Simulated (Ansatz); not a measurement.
Consider the substitution at a C–In bond: `[CH3][In]([OH])[Br]` + `C[O][Sn][OH]` → `C[O][Sn][O]C` + `[OH][InH][Br]`.

Computed with Ansatz on PBE0-D4/def2-TZVP structures; ΔE is electronic, products minus reactants. CCSD(T)/CBS adds triple-zeta CCSD(T) − MP2 to the extrapolated MP2 energy (def2 sets, frozen cores). Functionals use def2-TZVPP. HSE06 is defined as in plane-wave codes. def2 core potentials past Kr. For Br, In, Sn outer-core shells are correlated without core-valence functions, which leaves a few kJ/mol of doubt a bond. Scalar relativity is left out up to krypton. Each species was taken in one conformer, which may not be the lowest.

Problem. Is it downhill or uphill in electronic energy at CCSD(T)/CBS, and by how much? (Estimate.)

Solution. The calculation gave: Uphill: ΔE = +107.3 kJ/mol.

Problem. What do these levels give: PBE-D4, r2SCAN-D4, HSE06-D4, ωB97X-V, PBE-QIDH, CAM-B3LYP? (An estimate is asked.)

Solution. The calculation gave: PBE-D4 99.7, r2SCAN-D4 101.8, HSE06-D4 100.0, ωB97X-V 95.8, PBE-QIDH 105.7, CAM-B3LYP 94.3 kJ/mol.

Largest T1 diagnostic among the species: 0.017.

From BLYP to BHLYP (50 % exact exchange), in def2-TZVPP and without D4, ΔE moves by −3.2 kJ/mol. Leaving LDA and LC-ωPBE aside and taking each functional with its dispersion term where it has one, the values, not all of them listed here, spread over 15.7 kJ/mol, from B97M-V to PBE-QIDH. LDA lies −5.4 kJ/mol from PBE without D4.
